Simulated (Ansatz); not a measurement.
A run on C₂H₈FOSbSi (`CC[O][Sb]([F])[SiH3]`) with other settings.

```yaml
crystal:
  periodic: [false, false, false]
  atoms:
    - {symbol: C, position_ang: [0.182748, -2.236543, -0.151011]}
    - {symbol: C, position_ang: [1.024749, -1.154406, -0.626300]}
    - {symbol: O, position_ang: [0.637081, 0.043115, -0.107895]}
    - {symbol: Sb, position_ang: [-0.580028, 1.115814, -1.042768]}
    - {symbol: F, position_ang: [-2.137589, 0.315097, -0.433694]}
    - {symbol: Si, position_ang: [-0.531600, 2.734161, 0.857060]}
    - {symbol: H, position_ang: [0.527288, -3.157373, -0.518356]}
    - {symbol: H, position_ang: [-0.810236, -2.104003, -0.461750]}
    - {symbol: H, position_ang: [0.191932, -2.270577, 0.896387]}
    - {symbol: H, position_ang: [1.022755, -1.128778, -1.682502]}
    - {symbol: H, position_ang: [2.020920, -1.304920, -0.325990]}
    - {symbol: H, position_ang: [0.718873, 3.423883, 0.851780]}
    - {symbol: H, position_ang: [-1.583714, 3.686718, 0.700794]}
    - {symbol: H, position_ang: [-0.695562, 2.009590, 2.071989]}
basis:
  gaussian: {orbitals: def2-TZVP}
total_charge: 1
magnetization: {spin_polarized: true, initial_magnetization: 1}
hamiltonian: {xc: {name: SPW92}}
accuracy: high
scf: {lower_state_search: off}
```

```sh
$ ansatz run in.yaml --threads 4 --pin off --events-out ev --progress --plain --max-ram 11315MiB
```

Shortened log:

```
Functional definition: SPW92
4966 factors; integrals over basis functions are off by at most 5.4e-8 eV
mean field evaluation 1: about -21253.4629 eV, gradient 8.8e1 eV
mean field evaluation 2: about -20916.8176 eV, gradient 2.5e2 eV
mean field evaluation 4: about -21260.3731 eV, gradient 7.6e1 eV
mean field evaluation 8: about -21284.0859 eV, gradient 3.7e-1 eV
mean field evaluation 16: about -21284.0720 eV, gradient 1.9e-3 eV
mean field -21284.07204854 eV, -782.1752209215 hartree, gradient 6.7e-8 eV, S^2 0.751037; 0 other end points of the search recorded, 0 dependent functions left out
reference -21284.07205356 eV, -782.1752211062 hartree; 37, 36 occupied and 222, 223 virtual orbitals, 4966 factors
Total energy: -21284.07205356 eV, -782.1752211062 hartree
Checks for a lower state left out: stability, starts, cluster_reference, orbital_swaps, neighbouring_geometries, increment
```

Hardware: 4 threads of an Arm Neoverse V2 on a shared host. Wall time 18 s, peak host memory 1.5 GiB.
